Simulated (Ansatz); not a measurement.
Cost and result for the atomization energy of CH$_{4}$OSiZn (8 atoms, 7 bonds).

```xyz
8

C     0.180   -0.831   -0.547
O     0.403   -0.274    0.801
Zn   -2.052   -0.588    2.501
Si    0.384    0.948   -0.331
H    -0.805   -1.281   -0.659
H     0.994   -1.471   -0.878
H    -0.774    1.866   -0.297
H     1.670    1.630   -0.590
```

The species carries charge 0 and has multiplicity 1. For Zn the d shell is correlated and the shells below it are frozen. Scalar relativity is left out up to krypton. The bonds changed during the relaxation, so this is another structure than the one it started from. Geometry: relaxed with PBE0-D4/def2-TZVP. Program: Ansatz. All runs use 4 threads of an Arm Neoverse V1 on a shared host. Times are those of one run each, without the atoms' runs, and a repeat can differ threefold. Electronic energies, without spin–orbit coupling; frozen cores. CCSD(T)/CBS adds CCSD(T) − MP2 in def2-TZVPP to the MP2 limit, and its time is that of the two runs behind it. T1 = 0.016. With those shells the extrapolation isn't a true limit. B3LYP takes the VWN-RPA correlation (the form of Gaussian; ORCA's B3LYP/G).

CCSD(T)/CBS is a level of theory with its own doubt, some kJ/mol a heavy atom from the limit and from the frozen cores, so smaller differences don't rank the functionals.

```json
{"level": "PBE-D4/def2-TZVPP (with forces)", "functions": "224", "wall time": "2 s", "atomization (kJ/mol)": "2504.6", "difference from CCSD(T)/CBS": "42.0", "per bond": "6.0"}
{"level": "PBE0-D4/def2-TZVPP", "functions": "224", "wall time": "2.5 s", "atomization (kJ/mol)": "2449.8", "difference from CCSD(T)/CBS": "-12.8", "per bond": "-1.8"}
{"level": "B3LYP-D4/def2-TZVPP (with forces)", "functions": "224", "wall time": "3.9 s", "atomization (kJ/mol)": "2458.0", "difference from CCSD(T)/CBS": "-4.6", "per bond": "-0.7"}
{"level": "r2SCAN-D4/def2-TZVPP (with forces)", "functions": "224", "wall time": "4.2 s", "atomization (kJ/mol)": "2468.7", "difference from CCSD(T)/CBS": "6.1", "per bond": "0.9"}
{"level": "B2PLYP/def2-TZVPP", "functions": "224", "wall time": "4.4 s", "atomization (kJ/mol)": "2427.8", "difference from CCSD(T)/CBS": "-34.8", "per bond": "-5.0"}
{"level": "ωB97X-V/def2-TZVPP", "functions": "224", "wall time": "7 s", "atomization (kJ/mol)": "2470.9", "difference from CCSD(T)/CBS": "8.3", "per bond": "1.2"}
{"level": "ωB97M-V/def2-TZVPP (with forces)", "functions": "224", "wall time": "9 s", "atomization (kJ/mol)": "2467.6", "difference from CCSD(T)/CBS": "5.0", "per bond": "0.7"}
{"level": "MP2/def2-QZVPP", "functions": "404", "wall time": "15 s", "atomization (kJ/mol)": "2476.6", "difference from CCSD(T)/CBS": "14.0", "per bond": "2.0"}
{"level": "CCSD(T)/def2-TZVPP", "functions": "224", "wall time": "74 s", "atomization (kJ/mol)": "2390.9", "difference from CCSD(T)/CBS": "-71.7", "per bond": "-10.2"}
{"level": "CCSD(T)/CBS(def2)", "functions": "–", "wall time": "88 s", "atomization (kJ/mol)": "2462.6", "difference from CCSD(T)/CBS": "0.0", "per bond": "0.0"}
```

In def2-TZVPP, CCSD(T) changes the Hartree–Fock value by +664.0 kJ/mol (the triples alone add +41.4 kJ/mol) and MP2 by +706.6 kJ/mol; breaking electron pairs costs correlation energy, which Hartree–Fock lacks. The D4 term adds +28.8 kJ/mol with B3LYP and +15.3 kJ/mol with PBE0; it sums over pairs of atoms, weighted by their polarisabilities, and B3LYP, whose exchange is more repulsive, gets the larger term. From PBE to PBE0 (25 % exact exchange), in def2-TZVPP and without D4, the atomization energy moves by −52.3 kJ/mol: exact exchange takes away binding that semilocal exchange gives to molecules.
